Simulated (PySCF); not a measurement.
## Calculated data, CH4AlBO, CH3ClOSi, CH5OSi2, CH6OSi2 and others

Computed with PySCF 2.14.0. Calculation on a computer-drawn molecule: the log of a Hartree-Fock and frozen-core CCSD(T) single point meant for a local Hartree-Fock minimum, with one planted fault or none, to be diagnosed. Offsets are logged minus clean, where the clean run is the same molecule without the fault. The reference is restricted for singlets and unrestricted otherwise, and also for a bond in bohr or an excited solution. Adding or removing an electron swaps singlet and doublet. The excited solution moves the top pair (singlet) or top alpha electron (doublet) to the lowest empty orbital. Highest occupied and lowest empty are orbital energies over both spins, largest force is the largest gradient component, triples share is (T) over the correlation energy, the T1 limit is 0.02 restricted and 0.045 unrestricted, electrons count all cores, a negative frequency is imaginary (commonest isotopes), and the dipole is about the centre of nuclear charge.

Common to all runs: meant multiplicity 1; meant basis cc-pV(D+d)Z; logged SCF converged yes; possible faults no fault, one electron removed, one electron added, multiplicity raised by two, geometry at a saddle point, SCF held on an excited solution, minimal basis STO-3G, one bond length entered in bohr, all coordinates scaled.

(1) CH4AlBO

Logged structure:
```xyz
8
CH4AlBO
O     -1.9871    -1.5397    -1.3687
C     -1.2470    -1.2008    -0.2872
B     -0.2152    -1.9359     0.3405
Al     1.3197    -2.8416     1.4116
H     -2.6056    -0.8550    -1.5672
H     -1.4688    -0.2334     0.1678
H      1.9389    -2.0902     2.6579
H      1.8603    -4.2637     0.9847
```

| Property | Result |
| --- | --- |
| meant charge | 0 |
| logged electrons | 36 |
| logged basis functions | 28 |
| logged spin squared | 0 |
| logged highest occupied | -4.9807 eV |
| logged lowest empty | 7.6029 eV |
| logged largest force | 0.070835 hartree/bohr |
| logged T1 diagnostic | 0.012493 |
| logged D1 diagnostic | 0.04179 |
| logged triples share | 0.016919 |
| logged CC converged | yes |
| logged dipole magnitude | 1.2191 debye |
| logged SCF stable within its kind | yes |
| logged energy HF | -376.82143 hartree |
| logged energy CCSD(T) | -377.0374 hartree |
| planted fault | minimal basis STO-3G |
| HF energy offset from clean run | 2982 kcal/mol |
| CCSD(T) energy offset from clean run | 3166 kcal/mol |

Drawn bonds:
| atom | other atom | order |
| --- | --- | --- |
| 1 | 2 | 1 |
| 2 | 3 | 2 |
| 3 | 4 | 1 |
| 1 | 5 | 1 |
| 2 | 6 | 1 |
| 4 | 7 | 1 |
| 4 | 8 | 1 |

(2) CH4AlBO

Structure as in entry 1.

| Quantity | Value |
| --- | --- |
| meant charge | 0 |
| logged electrons | 36 |
| logged basis functions | 85 |
| logged spin squared | 2.0195 |
| logged highest occupied | -7.0785 eV |
| logged lowest empty | 0.46119 eV |
| logged largest force | 0.050388 hartree/bohr |
| logged T1 diagnostic | 0.021773 |
| logged D1 diagnostic | 0.097644 |
| logged triples share | 0.026912 |
| logged CC converged | yes |
| logged dipole magnitude | 3.5513 debye |
| logged SCF stable within its kind | yes |
| logged energy HF | -381.54114 hartree |
| logged energy CCSD(T) | -382.02714 hartree |
| planted fault | multiplicity raised by two |
| HF energy offset from clean run | 20.03 kcal/mol |
| CCSD(T) energy offset from clean run | 35.24 kcal/mol |

Drawn bonds:
| atom | other atom | order |
| --- | --- | --- |
| 1 | 2 | 1 |
| 2 | 3 | 2 |
| 3 | 4 | 1 |
| 1 | 5 | 1 |
| 2 | 6 | 1 |
| 4 | 7 | 1 |
| 4 | 8 | 1 |

(3) CH4AlBO

Structure as in entry 1.

| Property | Result |
| --- | --- |
| meant charge | 0 |
| logged electrons | 36 |
| logged basis functions | 85 |
| logged spin squared | 0 |
| logged highest occupied | -3.6506 eV |
| logged lowest empty | -3.1514 eV |
| logged largest force | 0.20056 hartree/bohr |
| logged CC converged | no |
| logged dipole magnitude | 10.846 debye |
| logged SCF stable within its kind | no |
| logged energy HF | -381.22374 hartree |
| planted fault | SCF held on an excited solution |
| HF energy offset from clean run | 219.2 kcal/mol |

Drawn bonds:
| atom | other atom | order |
| --- | --- | --- |
| 1 | 2 | 1 |
| 2 | 3 | 2 |
| 3 | 4 | 1 |
| 1 | 5 | 1 |
| 2 | 6 | 1 |
| 4 | 7 | 1 |
| 4 | 8 | 1 |

Notes: CCSD not converged.

(4) CH3ClOSi

Logged structure:
```xyz
7
CH3ClOSi
O      0.3864    -3.3393    -0.2891
C      0.6478    -2.2923    -1.1160
Si     1.2053    -0.7176    -0.7827
Cl     1.4900     0.6176    -2.3082
H      0.5566    -3.1116     0.6125
H      0.4517    -2.5580    -2.1486
H      1.5241    -0.1737     0.5366
```

| Property | Result |
| --- | --- |
| meant charge | 0 |
| logged electrons | 48 |
| logged basis functions | 89 |
| logged spin squared | 0 |
| logged highest occupied | -7.8595 eV |
| logged lowest empty | 2.817 eV |
| logged largest force | 1.497e-05 hartree/bohr |
| logged lowest frequency | 97.842 cm⁻¹ |
| logged T1 diagnostic | 0.013866 |
| logged D1 diagnostic | 0.045379 |
| logged triples share | 0.030774 |
| logged CC converged | yes |
| logged dipole magnitude | 1.9435 debye |
| logged SCF stable within its kind | yes |
| logged energy HF | -862.88701 hartree |
| logged energy CCSD(T) | -863.49865 hartree |
| planted fault | no fault |
| HF energy offset from clean run | 0 kcal/mol |
| CCSD(T) energy offset from clean run | 0 kcal/mol |

Drawn bonds:
| atom | other atom | order |
| --- | --- | --- |
| 1 | 2 | 1 |
| 2 | 3 | 2 |
| 3 | 4 | 1 |
| 1 | 5 | 1 |
| 2 | 6 | 1 |
| 3 | 7 | 1 |

(5) CH5OSi2

Logged structure:
```xyz
9
CH5OSi2
O      1.8944    -0.0635    -0.9909
C      1.4563    -1.1216    -0.4448
Si    -0.2849    -1.7283    -0.1851
Si    -1.6481    -0.0597     0.1621
H      1.2261     0.5391    -1.3081
H      2.2823    -1.7700    -0.1520
H     -0.2759    -2.9741     0.5811
H     -3.0093    -0.2201     0.6771
H     -1.3141     1.2629    -0.3834
```

| Quantity | Value |
| --- | --- |
| meant charge | 1 |
| logged electrons | 46 |
| logged basis functions | 99 |
| logged spin squared | 0 |
| logged highest occupied | -12.973 eV |
| logged lowest empty | -5.0701 eV |
| logged largest force | 9.039e-06 hartree/bohr |
| logged lowest frequency | 73.542 cm⁻¹ |
| logged T1 diagnostic | 0.022584 |
| logged D1 diagnostic | 0.081215 |
| logged triples share | 0.037703 |
| logged CC converged | yes |
| logged dipole magnitude | 1.0952 debye |
| logged SCF stable within its kind | yes |
| logged energy HF | -693.1752 hartree |
| logged energy CCSD(T) | -693.73999 hartree |
| planted fault | no fault |
| HF energy offset from clean run | 0 kcal/mol |
| CCSD(T) energy offset from clean run | 0 kcal/mol |

Drawn bonds:
| atom | other atom | order |
| --- | --- | --- |
| 1 | 2 | 1 |
| 2 | 3 | 2 |
| 3 | 4 | 1 |
| 1 | 5 | 1 |
| 2 | 6 | 1 |
| 3 | 7 | 1 |
| 4 | 8 | 1 |
| 4 | 9 | 1 |

Notes: T1 above single-reference limit.

(6) CH6OSi2

Logged structure:
```xyz
10
CH6OSi2
O     -1.3032    -0.1152    -1.5709
C     -0.7213     0.9879    -2.0993
Si     0.8999     1.5030    -1.8183
Si     2.3817     0.3330    -0.4369
H     -2.1959    -0.1900    -1.8697
H     -1.3571     1.5807    -2.7543
H      1.2777     2.7420    -2.5193
H      3.5765    -0.1017    -1.1979
H      1.6745    -0.8507     0.0965
H      2.8395     1.1868     0.6844
```

| Property | Result |
| --- | --- |
| meant charge | 0 |
| logged electrons | 48 |
| logged basis functions | 104 |
| logged spin squared | 0 |
| logged highest occupied | -7.444 eV |
| logged lowest empty | 2.4423 eV |
| logged largest force | 7.086e-06 hartree/bohr |
| logged lowest frequency | 51.358 cm⁻¹ |
| logged T1 diagnostic | 0.014968 |
| logged D1 diagnostic | 0.043183 |
| logged triples share | 0.032391 |
| logged CC converged | yes |
| logged dipole magnitude | 1.5831 debye |
| logged SCF stable within its kind | yes |
| logged energy HF | -694.02016 hartree |
| logged energy CCSD(T) | -694.61792 hartree |
| planted fault | no fault |
| HF energy offset from clean run | 0 kcal/mol |
| CCSD(T) energy offset from clean run | 0 kcal/mol |

Drawn bonds:
| atom | other atom | order |
| --- | --- | --- |
| 1 | 2 | 1 |
| 2 | 3 | 2 |
| 3 | 4 | 1 |
| 1 | 5 | 1 |
| 2 | 6 | 1 |
| 3 | 7 | 1 |
| 4 | 8 | 1 |
| 4 | 9 | 1 |
| 4 | 10 | 1 |

(7) CH4BClO

Logged structure:
```xyz
8
CH4BClO
O      0.3352    -1.3436     0.4222
C      0.6058    -0.6822    -0.7793
B      0.6335    -1.6248    -2.0335
Cl     0.3587    -3.3565    -1.9413
H      0.3375    -0.7193     1.1312
H     -0.1349     0.1046    -0.9944
H      1.5781    -0.1642    -0.7566
H      0.8517    -1.1585    -3.1117
```

| Quantity | Value |
| --- | --- |
| meant charge | 0 |
| logged electrons | 39 |
| logged basis functions | 85 |
| logged spin squared | 0.7619 |
| logged highest occupied | -17.213 eV |
| logged lowest empty | -8.9592 eV |
| logged largest force | 0.032068 hartree/bohr |
| logged T1 diagnostic | 0.046286 |
| logged D1 diagnostic | 0.29901 |
| logged triples share | 0.028361 |
| logged CC converged | yes |
| logged dipole magnitude | 2.6852 debye |
| logged SCF stable within its kind | yes |
| logged energy HF | -598.90281 hartree |
| logged energy CCSD(T) | -599.49053 hartree |
| planted fault | one electron removed |
| HF energy offset from clean run | 238.1 kcal/mol |
| CCSD(T) energy offset from clean run | 247.5 kcal/mol |

Drawn bonds:
| atom | other atom | order |
| --- | --- | --- |
| 1 | 2 | 1 |
| 2 | 3 | 1 |
| 3 | 4 | 1 |
| 1 | 5 | 1 |
| 2 | 6 | 1 |
| 2 | 7 | 1 |
| 3 | 8 | 1 |

Notes: T1 above single-reference limit.

(8) C2H6OSi

Logged structure:
```xyz
10
C2H6OSi
O     -1.0699    -1.6556    -2.2472
C     -1.8387    -0.4993    -2.0450
C     -0.9982     0.5229    -1.3019
Si    -1.8411     2.1913    -0.9060
H     -1.5861    -2.2978    -2.7106
H     -2.1711    -0.0850    -3.0049
H     -2.7418    -0.7333    -1.4676
H     -0.6446     0.0895    -0.3560
H     -0.0827     0.7308    -1.8729
H     -0.6342     2.7904    -0.2101
```

| Property | Result |
| --- | --- |
| meant charge | 0 |
| logged electrons | 40 |
| logged basis functions | 95 |
| logged spin squared | 0 |
| logged highest occupied | -8.6538 eV |
| logged lowest empty | 0.7485 eV |
| logged largest force | 2.158e-05 hartree/bohr |
| logged lowest frequency | 91.654 cm⁻¹ |
| logged T1 diagnostic | 0.010958 |
| logged D1 diagnostic | 0.030088 |
| logged triples share | 0.026323 |
| logged CC converged | yes |
| logged dipole magnitude | 1.1147 debye |
| logged SCF stable within its kind | yes |
| logged energy HF | -442.96254 hartree |
| logged energy CCSD(T) | -443.58565 hartree |
| planted fault | no fault |
| HF energy offset from clean run | 0 kcal/mol |
| CCSD(T) energy offset from clean run | 0 kcal/mol |

Drawn bonds:
| atom | other atom | order |
| --- | --- | --- |
| 1 | 2 | 1 |
| 2 | 3 | 1 |
| 3 | 4 | 1 |
| 1 | 5 | 1 |
| 2 | 6 | 1 |
| 2 | 7 | 1 |
| 3 | 8 | 1 |
| 3 | 9 | 1 |
| 4 | 10 | 1 |

(9) C2H6OSi

Logged structure:
```xyz
10
C2H6OSi
O     -1.0956    -1.6954    -2.3011
C     -1.8829    -0.5113    -2.0941
C     -1.0221     0.5355    -1.3331
Si    -1.8853     2.2439    -0.9278
H     -1.6241    -2.3530    -2.7757
H     -2.2232    -0.0870    -3.0770
H     -2.8076    -0.7509    -1.5029
H     -0.6601     0.0917    -0.3645
H     -0.0847     0.7484    -1.9178
H     -0.6495     2.8574    -0.2152
```

| Item | Value |
| --- | --- |
| meant charge | 0 |
| logged electrons | 40 |
| logged basis functions | 95 |
| logged spin squared | 0 |
| logged highest occupied | -8.7273 eV |
| logged lowest empty | 0.66247 eV |
| logged largest force | 0.02419 hartree/bohr |
| logged T1 diagnostic | 0.011227 |
| logged D1 diagnostic | 0.030248 |
| logged triples share | 0.027128 |
| logged CC converged | yes |
| logged dipole magnitude | 1.1593 debye |
| logged SCF stable within its kind | yes |
| logged energy HF | -442.95753 hartree |
| logged energy CCSD(T) | -443.58572 hartree |
| planted fault | all coordinates scaled, by +2.4 % |
| HF energy offset from clean run | 3.147 kcal/mol |
| CCSD(T) energy offset from clean run | -0.04627 kcal/mol |

Drawn bonds:
| atom | other atom | order |
| --- | --- | --- |
| 1 | 2 | 1 |
| 2 | 3 | 1 |
| 3 | 4 | 1 |
| 1 | 5 | 1 |
| 2 | 6 | 1 |
| 2 | 7 | 1 |
| 3 | 8 | 1 |
| 3 | 9 | 1 |
| 4 | 10 | 1 |

(10) BClHO

Logged structure:
```xyz
4
BClHO
O     -1.7585    -2.1241     0.5216
B     -2.6342    -1.1133     0.4336
Cl    -3.7210     0.2513     0.2306
H     -1.6450    -2.9541     1.1268
```

| Property | Result |
| --- | --- |
| meant charge | 1 |
| logged electrons | 30 |
| logged basis functions | 56 |
| logged spin squared | 0 |
| logged highest occupied | -20.203 eV |
| logged lowest empty | -4.0845 eV |
| logged largest force | 0.060405 hartree/bohr |
| logged T1 diagnostic | 0.019671 |
| logged D1 diagnostic | 0.053404 |
| logged triples share | 0.031445 |
| logged CC converged | yes |
| logged dipole magnitude | 3.8219 debye |
| logged SCF stable within its kind | yes |
| logged energy HF | -559.39905 hartree |
| logged energy CCSD(T) | -559.82625 hartree |

Drawn bonds:
| atom | other atom | order |
| --- | --- | --- |
| 1 | 2 | 1 |
| 2 | 3 | 1 |
| 1 | 4 | 1 |

## Withheld values
1. Which fault was planted in the run of BClHO (entry 10)?

Calculated values
1. all coordinates scaled, by +8.0 %

Further results for BClHO (entry 10):

| Item | Value |
| --- | --- |
| HF energy offset from clean run | 17.26 kcal/mol |
| CCSD(T) energy offset from clean run | 10.95 kcal/mol |
